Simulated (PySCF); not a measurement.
C$_{6}$H$_{16}$O$_{2}$Si: full NMR table

```
Formula                               : C6H16O2Si
SMILES                                : CO[SiH2]OCC(C)(C)C
Point group of the computed structure : C1
Degrees of unsaturation               : 0
Carbon signals                        : 4
Proton signals                        : 4
```

Mapped SMILES: `[CH3:1][O:2][SiH2:3][O:4][CH2:5][C:6]([CH3:7])([CH3:8])[CH3:9]`. Hydrogens are named by the atom that carries them.

- PBE0-D3(BJ)/def2-SVP geometry
- shieldings: GIAO B3LYP/pcSseg-1
- program: PySCF 2.14.0 with density-fitted response routines
- no relativistic terms, a single conformation, no solvent, equivalent nuclei averaged

Scale: $^{1}$H, $^{13}$C, $^{29}$Si vs TMS; $^{17}$O vs H2O (reference shieldings calculated alike).

```tsv
carbon	δC, type	δH (multiplicity)	HMBC from (2–3 bonds)	span of the C tensor (ppm)
C1	54.0, CH3	3.74 (s)	H(Si3)	78
C5	81.6, CH2	3.47 (s)	H(Si3), H(C7)/H(C8)/H(C9)	67
C6	34.3, C	–	H(C5), H(C7)/H(C8)/H(C9)	13
C7/C8/C9	28.0, CH3	0.96 (s)	H(C5), H(C7)/H(C8)/H(C9)	49
```

Other nuclei:
| atoms | nucleus | environment | δ (ppm) | σ (ppm) |
| --- | --- | --- | --- | --- |
| H(Si3) | $^{1}$H | hydrogen on a silicon bonded to 2 O | 4.51 | 26.87 |
| Si3 | $^{29}$Si | silicon bonded to 2 O, 2 H | -29.1 | 367.0 |
| O4 | $^{17}$O | oxygen bonded to C, Si | 73.7 | 260.3 |
| O2 | $^{17}$O | oxygen bonded to C, Si | 56.2 | 277.8 |

Carbon types of the structure: 1 × C, 1 × CH2, 4 × CH3, leaving 2 H on heteroatoms. δC 81.6: sp3 CH2 bonded to O; the inductive effect lowers its shielding. δC 54.0: methyl carbon bonded to O; the inductive effect lowers its shielding. δH 3.74: hydrogen on a methyl carbon bonded to O; its carbon carries O, an electronegative neighbour. δH 3.47: hydrogen on an sp3 CH2 bonded to O; its carbon carries O, an electronegative neighbour. δH 0.96: hydrogen on a methyl carbon; far from electronegative atoms and π systems.

Shifts are as computed. Against solution values, carbons near 30 ppm lie about +2 ppm off and those near 130 ppm about +6 ppm. Of 1313 compounds with measured shifts, 239 miss one by over three times the rms of a fit or turn the order of signals round; such compounds aren't used in these exercises. Experimental scales use liquid or dissolved standards, which lie at an offset from isolated H2O (liquid H2O: subtract about 36 ppm). No couplings were computed; multiplicities are counted from neighbouring protons, with m where these are inequivalent, close in shift, in a saturated or five-membered ring or joined by F or P, and br s for small geminal =CH2 splittings.
